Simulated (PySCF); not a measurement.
C2H6N, SMILES [CH2]CN, multiplicity 2. Coordinates come from a B3LYP-D3(BJ)/def2-TZVP optimisation. The isomer is the one that the SMILES or the coordinates give; other isomers of the formula were not compared. Other conformers were not sampled.

Computed equilibrium geometry at B3LYP-D3(BJ)/def2-TZVP (PySCF confirms it by a frequency run) as Cartesian coordinates in Å (one conformer of several):
```xyz
9

C      1.2440     0.1887    -0.3276
C      0.0660    -0.3993     0.3502
N     -1.1788     0.2071    -0.1277
H      2.2292     0.1089     0.1101
H      1.1452     0.5686    -1.3352
H      0.2039    -0.3382     1.4421
H      0.0048    -1.4765     0.1252
H     -1.2082     1.1893     0.1204
H     -1.9838    -0.2384     0.2957
```
Charge 0, spin multiplicity 2.
